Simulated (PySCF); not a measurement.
**Nuclear quadrupole coupling in `CC1(C(=O)Cl)CC1`**

Compound: C5H7ClO.
Cartesian coordinates in Å at the GFN2-xTB level; atoms count from 1:
```
atom  x, y, z in Å
C1    -0.600   -1.395    0.393
C2    -0.167    0.013    0.043
C3    -1.257    0.984    0.193
O4    -2.372    0.769    0.541
Cl5   -0.801    2.661   -0.202
C6     1.253    0.440    0.354
C7     0.855    0.212   -1.057
H8    -0.949   -1.439    1.423
H9    -1.419   -1.708   -0.252
H10    0.228   -2.087    0.272
H11    1.415    1.454    0.686
H12    1.875   -0.292    0.846
H13    0.740    1.068   -1.703
H14    1.197   -0.680   -1.559
```

Field gradients from the PBE0/pcSseg-1 density (PySCF, non-relativistic), principal values in atomic units, ordered |Vxx| ≤ |Vyy| ≤ |Vzz|:

| atom | Vxx | Vyy | Vzz |
| --- | --- | --- | --- |
| O4 | 0.4724 | 1.1049 | -1.5773 |
| Cl5 | -1.1927 | -2.0105 | 3.2032 |

Find the asymmetry η = (Vxx − Vyy)/Vzz and the couplings χ = eQV/h (234.96 MHz × Q in barn × V in au), with Q(17O) = −0.0256 b, Q(35Cl) = −0.0817 b.

```csv
atom,environment,nucleus,η,χzz (MHz),χxx (MHz),χyy (MHz)
O4,carbonyl oxygen,17O,0.40,9.49,-2.84,-6.65
Cl5,chlorine bonded to C,35Cl,0.26,-61.49,22.90,38.60
```

The tensor is traceless: Vxx + Vyy + Vzz = 0.

What is Vzz at O4 in SI units (1 au = 9.71736 × 10²¹ V/m²)?

-1.5773 au = -15.327 × 10²¹ V/m².

And the gradient at the other heavy atoms, for which no coupling is worked out here?

```json
{"atom": "C1", "environment": "methyl carbon", "Vzz (au)": "0.126", "η": "0.10"}
{"atom": "C2", "environment": "sp3 carbon next to a carbonyl", "Vzz (au)": "0.185", "η": "0.86"}
{"atom": "C3", "environment": "acyl halide carbon", "Vzz (au)": "-0.483", "η": "0.49"}
{"atom": "C6", "environment": "three-membered-ring carbon", "Vzz (au)": "0.211", "η": "0.35"}
{"atom": "C7", "environment": "three-membered-ring carbon", "Vzz (au)": "0.211", "η": "0.35"}
```

Were the hydrogens deuterons (Q(2H) = 0.00286 b), χzz would run from 209 kHz (H8 and H9) to 222 kHz (H14 and H12).

The structure is a single GFN2-xTB conformer in the gas phase; no vibrational or solvent corrections. GFN2-xTB bond lengths can be off by several hundredths of an ångström, more for odd bonds, and the gradients follow them. The basis is small and wasn't made for field gradients, so the couplings can be 20 % off.

The run behind these numbers computed NMR shieldings as well. Time: 21 s wall; peak memory 0.75 GiB. Hardware: Arm Neoverse V1, one thread, shared host with 32 logical CPUs at a one-minute load of 18.
